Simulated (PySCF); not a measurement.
## Dipole response of Al⁺ (aluminium, charge +1)

[Ne] 3s2, closed-shell 1S. Calculation: PySCF 2.14, in aug-cc-pCVTZ-DK with one added diffuse shell each of s, p, d, f type (9s8p6d4f, 91 functions); the spin-free X2C one-electron Hamiltonian (Gaussian nucleus). Coupled (time-dependent) response in atomic units; α is the mean over directions.

```tsv
method	mean α (bohr³)	C₆ (like pair)	S(−4)
UHF	26.07	137.5	369.9
PBE	24.02	121.0	318.6
PBE0	24.49	124.7	330.4
BHandHLYP	24.21	122.7	321.3
BLYP	23.26	115.3	299.2
```

S(−4) is the Cauchy moment in α(ω) = α(0) + S(−4) ω² + …

α(iu) at UHF:

```json
{"u (hartree)": "0", "α(iu) (bohr³)": "26.07"}
{"u (hartree)": "0.0500", "α(iu) (bohr³)": "25.18"}
{"u (hartree)": "0.100", "α(iu) (bohr³)": "22.84"}
{"u (hartree)": "0.200", "α(iu) (bohr³)": "16.67"}
{"u (hartree)": "0.300", "α(iu) (bohr³)": "11.55"}
{"u (hartree)": "0.500", "α(iu) (bohr³)": "5.910"}
{"u (hartree)": "0.750", "α(iu) (bohr³)": "3.121"}
{"u (hartree)": "1.00", "α(iu) (bohr³)": "1.948"}
{"u (hartree)": "1.50", "α(iu) (bohr³)": "1.019"}
{"u (hartree)": "2.00", "α(iu) (bohr³)": "0.6627"}
{"u (hartree)": "3.00", "α(iu) (bohr³)": "0.3785"}
{"u (hartree)": "5.00", "α(iu) (bohr³)": "0.1947"}
```

A single London oscillator, α(iu) = α/(1 + u²/ω²), gives C₆ = (3/4) ω α². Matching the computed C₆ needs ω = 4 × 137.5 / (3 × 26.07²) = 0.270 hartree.

For an ion, C₆ is the dispersion term alone; charge-induced terms of lower order in 1/R come first.
